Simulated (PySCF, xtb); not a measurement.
Mg(NH2)(SiH3) (H₅MgNSi), SMILES [NH2][Mg][SiH3].

GFN2-xTB in xtb at its own geometry gives an orbital gap of 2.23 eV and a dipole moment of 2.27 D.

Geometry: ωB97X-D3(BJ)/def2-TZVP. Other conformers were not sampled.

What does M06-2X/def2-TZVPD run with PySCF give? (Estimate from the structure and the level; the computed values follow.)

gap 7.22 eV (levels -7.79 and -0.57 eV), dipole 0.95 D.
